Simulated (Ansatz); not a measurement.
`C[Si](C)(C)[Si](C)(C)[Si](C)(C)[Si](C)(C)[Si](C)(C)[Si](C)(C)[Si](C)(C)[Si](C)(C)C`. Total charge 0; triplet. Geometry r2SCAN-D4/def2-SVP, that of the neutral singlet; atoms count from 1.

```xyz
80

C    -0.078    0.673   -7.570
Si    0.144    0.108   -5.775
C     0.237   -1.783   -5.754
C     1.773    0.827   -5.132
Si   -1.697    0.882   -4.523
C    -3.274    0.575   -5.547
C    -1.530    2.757   -4.245
Si   -1.949   -0.198   -2.443
C    -2.388   -2.028   -2.720
C    -3.404    0.637   -1.540
Si    0.001   -0.074   -1.123
C     1.239   -1.390   -1.721
C     0.795    1.648   -1.252
Si   -0.563   -0.487    1.130
C    -1.715   -1.996    1.246
C    -1.457    1.037    1.830
Si    1.400   -0.952    2.349
C     1.961   -2.718    1.907
C     2.789    0.255    1.865
Si    1.029   -0.915    4.681
C    -0.655   -1.718    5.060
C     2.380   -1.984    5.497
Si    1.121    1.209    5.701
C     2.718    2.115    5.243
C     1.105    0.939    7.578
C    -0.355    2.302    5.248
H    -0.995    0.251   -8.013
H     0.775    0.352   -8.193
H    -0.148    1.772   -7.640
H    -0.703   -2.234   -6.114
H     1.051   -2.142   -6.407
H     0.425   -2.171   -4.740
H     1.992    0.508   -4.101
H     1.753    1.930   -5.143
H     2.615    0.502   -5.767
H    -4.172    0.924   -5.009
H    -3.409   -0.496   -5.767
H    -3.229    1.114   -6.509
H    -2.410    3.155   -3.713
H    -1.449    3.293   -5.206
H    -0.638    3.000   -3.646
H    -2.526   -2.552   -1.760
H    -3.325   -2.123   -3.294
H    -1.596   -2.552   -3.280
H    -3.635    0.116   -0.595
H    -3.178    1.688   -1.297
H    -4.315    0.623   -2.161
H     1.464   -1.276   -2.794
H     2.191   -1.317   -1.170
H     0.840   -2.407   -1.570
H     0.084    2.436   -0.955
H     1.680    1.730   -0.599
H     1.117    1.860   -2.285
H    -1.955   -2.238    2.295
H    -2.666   -1.809    0.719
H    -1.250   -2.887    0.793
H    -2.378    1.254    1.264
H    -0.814    1.931    1.780
H    -1.735    0.884    2.886
H     2.912   -2.965    2.407
H     1.213   -3.464    2.222
H     2.111   -2.831    0.820
H     2.466    1.303    1.970
H     3.090    0.100    0.815
H     3.683    0.114    2.495
H    -0.821   -1.795    6.148
H    -0.712   -2.737    4.641
H    -1.487   -1.134    4.634
H     3.386   -1.571    5.317
H     2.231   -2.045    6.588
H     2.364   -3.012    5.097
H     2.748    2.367    4.171
H     2.806    3.057    5.812
H     3.610    1.506    5.468
H     1.128    1.905    8.111
H     0.199    0.400    7.902
H     1.979    0.353    7.907
H    -0.363    2.556    4.177
H    -1.313    1.809    5.483
H    -0.318    3.247    5.818
```

Single mean-field runs in def2-SVP are fitted with def2-universal-jkfit. At PBE0-D4/def2-SVP a singlet of charge 0 lies 4.39 eV below the triplet at the same geometry.

**Question.** Estimate the Mulliken populations of the heavy atoms from the PBE0/def2-SVP orbitals of Ansatz.

**Answer.** 
```json
{"atom": "C1", "charge (e)": "-0.31", "spin (α − β)": "0.00"}
{"atom": "Si2", "charge (e)": "0.34", "spin (α − β)": "0.00"}
{"atom": "C3", "charge (e)": "-0.31", "spin (α − β)": "0.00"}
{"atom": "C4", "charge (e)": "-0.31", "spin (α − β)": "0.00"}
{"atom": "Si5", "charge (e)": "0.15", "spin (α − β)": "0.18"}
{"atom": "C6", "charge (e)": "-0.29", "spin (α − β)": "0.02"}
{"atom": "C7", "charge (e)": "-0.30", "spin (α − β)": "-0.01"}
{"atom": "Si8", "charge (e)": "0.16", "spin (α − β)": "0.30"}
{"atom": "C9", "charge (e)": "-0.29", "spin (α − β)": "-0.02"}
{"atom": "C10", "charge (e)": "-0.28", "spin (α − β)": "-0.02"}
{"atom": "Si11", "charge (e)": "0.12", "spin (α − β)": "0.48"}
{"atom": "C12", "charge (e)": "-0.29", "spin (α − β)": "-0.04"}
{"atom": "C13", "charge (e)": "-0.28", "spin (α − β)": "-0.04"}
{"atom": "Si14", "charge (e)": "0.12", "spin (α − β)": "0.48"}
{"atom": "C15", "charge (e)": "-0.28", "spin (α − β)": "-0.03"}
{"atom": "C16", "charge (e)": "-0.29", "spin (α − β)": "-0.03"}
{"atom": "Si17", "charge (e)": "0.16", "spin (α − β)": "0.34"}
{"atom": "C18", "charge (e)": "-0.29", "spin (α − β)": "-0.02"}
{"atom": "C19", "charge (e)": "-0.29", "spin (α − β)": "-0.02"}
{"atom": "Si20", "charge (e)": "0.13", "spin (α − β)": "0.21"}
{"atom": "C21", "charge (e)": "-0.29", "spin (α − β)": "-0.01"}
{"atom": "C22", "charge (e)": "-0.29", "spin (α − β)": "0.01"}
{"atom": "Si23", "charge (e)": "0.37", "spin (α − β)": "0.00"}
{"atom": "C24", "charge (e)": "-0.31", "spin (α − β)": "0.00"}
{"atom": "C25", "charge (e)": "-0.31", "spin (α − β)": "0.00"}
{"atom": "C26", "charge (e)": "-0.31", "spin (α − β)": "0.00"}
```
Mulliken values and Mayer orders depend strongly on the basis.

**Question.** Where does the spin sit?

**Answer.** Summed by element: C -0.21, Si 1.99, H 0.22, of 2 unpaired in all. Largest on single atoms: Si11 0.48, Si14 0.48, Si17 0.34.

**Question.** And the Mayer bond orders between bonded heavy atoms (over 0.3)?

**Answer.** C1–Si2 1.02 (1.89 Å); Si2–C3 1.02 (1.89 Å); Si2–C4 1.02 (1.89 Å); Si2–Si5 0.93 (2.36 Å); Si5–C6 0.98 (1.91 Å); Si5–C7 1.02 (1.90 Å); Si5–Si8 0.86 (2.36 Å); Si8–C9 1.02 (1.90 Å); Si8–C10 1.01 (1.90 Å); Si8–Si11 0.81 (2.36 Å); Si11–C12 1.00 (1.90 Å); Si11–C13 1.02 (1.90 Å); Si11–Si14 0.76 (2.36 Å); Si14–C15 1.01 (1.90 Å); Si14–C16 1.02 (1.90 Å); Si14–Si17 0.80 (2.36 Å); Si17–C18 1.02 (1.90 Å); Si17–C19 1.01 (1.90 Å); Si17–Si20 0.83 (2.36 Å); Si20–C21 1.01 (1.90 Å); Si20–C22 0.99 (1.91 Å); Si20–Si23 0.92 (2.36 Å); Si23–C24 1.02 (1.89 Å); Si23–C25 1.02 (1.90 Å); Si23–C26 1.02 (1.89 Å).
